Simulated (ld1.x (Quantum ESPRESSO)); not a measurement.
**BLYP PAW dataset for vanadium, non-relativistic all-electron reference.**

ld1.x (Quantum ESPRESSO) 7.5 input, shortened:

```
&input
   title='V', zed=23., rel=0, dft='BLYP', iswitch=3,
   config='[Ar] 3d3.5 4s1.5 4p0'
 /
 &inputp
   pseudotype=3, lpaw=.true., tm=.true., lloc=-1, rcloc=1.65,
   nlcc=.true., new_core_ps=.true.,
   which_augfun='BESSEL', rmatch_augfun=1.05
 /
6
4S  1  0   1.50   0.00  1.80  2.20  0.0
4S  1  0   0.00   0.15  1.80  2.20  0.0
3P  2  1   6.00   0.00  1.45  1.85  0.0
4P  3  1   0.00   0.00  1.45  1.85  0.0
3D  3  2   3.50   0.00  1.70  1.85  0.0
3D  3  2   0.00   1.25  1.70  1.85  0.0
 &test
   configts(1)='3p6 3d3.5 4s1.5 4p0'
 /
```

All-electron outer shells of the reference configuration (BLYP, non-relativistic, ld1.x):

| shell | level (eV) | outermost node (bohr) | outermost maximum (bohr) |
| --- | --- | --- | --- |
| 3s | -66.77 | 0.38 | 0.83 |
| 3p | -41.67 | 0.35 | 0.85 |
| 4s | -4.09 | 1.19 | 2.83 |
| 3d | -3.63 | – | 0.90 |
| 4p | -1.14 | 1.32 | 3.91 |

Q: Is a potential produced?

A: No. ld1.x (Quantum ESPRESSO) 7.5 stopped with "run_pseudo: Errors in PS-KS equation": the pseudo-atom solver did not find the valence states with the expected number of nodes, which is the usual sign of a ghost state. Before that it printed "Warning: n=1, l=0 expected 0 nodes, found 1".
